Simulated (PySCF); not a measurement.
# Ionisation energy of Mg⁺ by level of theory

Mg⁺ [Ne] 3s1 (2S) → Mg²⁺ [Ne] (1S), as a difference of total energies. All numbers are calculated (PySCF 2.14, no relativity, point nucleus, in aug-cc-pCVDZ (6s5p3d, 36 functions)). Correlated levels: valence and next inner shell: 1s2 frozen; nothing frozen. The calculations carry no spin-orbit coupling.

| method | ionisation energy (eV) | error (eV) |
| --- | --- | --- |
| UHF | 14.716 | -0.319 |
| LDA | 15.289 | +0.254 |
| PBE | 15.288 | +0.253 |
| PBE0 | 15.197 | +0.162 |
| r2SCAN | 14.998 | -0.037 |
| LC-wPBE | 15.120 | +0.085 |
| BP86 | 15.210 | +0.175 |
| BHandHLYP | 15.259 | +0.224 |
| B3LYP | 15.429 | +0.394 |
| MP2 (valence and next inner shell) | 14.796 | -0.239 |
| SCS-MP2 (valence and next inner shell) | 14.775 | -0.260 |
| MP2 (all electrons) | 14.795 | -0.240 |
| SCS-MP2 (all electrons) | 14.775 | -0.260 |

Reference: 15.035 eV (measured; NIST Atomic Spectra Database, ionization energies).

Errors of the correlated levels include the incompleteness of this basis and the frozen core.
